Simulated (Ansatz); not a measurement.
# Ligand exchange: NaF + C2H8InN → NaNH2 + C2H6FIn

Species: NaF, singlet; C2H8InN `C[CH2][InH][NH2]`, singlet; NaNH2 `[NH2][Na]`, singlet; C2H6FIn `C[CH2][InH][F]`, singlet. The partners trade F for NH2: Na–F and In–NH2 bonds give way to Na–NH2 and In–F.

Shapes, held fixed at every level: PBE0-D4/def2-TZVP. Flexible molecules stand in one conformer, not always the lowest. Programs: Ansatz 0.2.0. The zero-point and thermal change to 298 K, harmonic and unscaled (PBE0-D4/def2-TZVP), is -4.4 kJ/mol.

```tsv
level	kind	ΔH(298 K) (kJ/mol)	less CCSD(T)/def2-TZVPP	CPU time (sum over the molecules)
HF/def2-TZVPP	Hartree–Fock	+78.1	-3.3	–
PBE-D4/def2-TZVPP	GGA	+72.8	-8.6	17 s
BHLYP-D4/def2-TZVPP	global hybrid	+80.6	-0.8	20 s
r2SCAN0-D4/def2-TZVPP	global hybrid	+79.9	-1.5	30 s
wB97M-V/def2-TZVPP	range-separated hybrid	+77.3	-4.1	69 s
MP2/def2-SVP	perturbation theory	+84.9	+3.5	–
CCSD(T)/def2-SVP	coupled cluster or CI	+84.1	+2.7	38 s
CCSD(T)/def2-TZVPP	coupled cluster or CI	+81.4	0.0	29 min
```

The highest level, CCSD(T)/def2-TZVPP, gives ΔH(298 K) = +81.4 kJ/mol; the levels span +72.8 to +84.9. The column of differences is taken from that level and isn't an error. No measured value is set beside it here. For atoms past krypton def2 sets carry core potentials with scalar relativity. Outer-core shells of In, Na are correlated, in sets that cover them unevenly. Times are processor times on shared x86 and Arm servers, and rough.
